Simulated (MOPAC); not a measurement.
MOPAC input (PM3):

```
PM3 1SCF CHARGE=-1 GEO-OK AUX(PRECISION=9) THREADS=1
H3Ge

Ge   -0.03010674 1   -0.04440254 1   -0.05546388 1
H     0.64973470 1   -0.63247593 1    1.29875633 1
H    -0.88408644 1    1.06107216 1    0.77554240 1
H     1.19776738 1    0.99228490 1   -0.29945444 1
```

Q: What heat of formation does the run end on, and which ionisation energy by Koopmans theorem?

A: 23.93 kcal/mol; 2.43 eV.
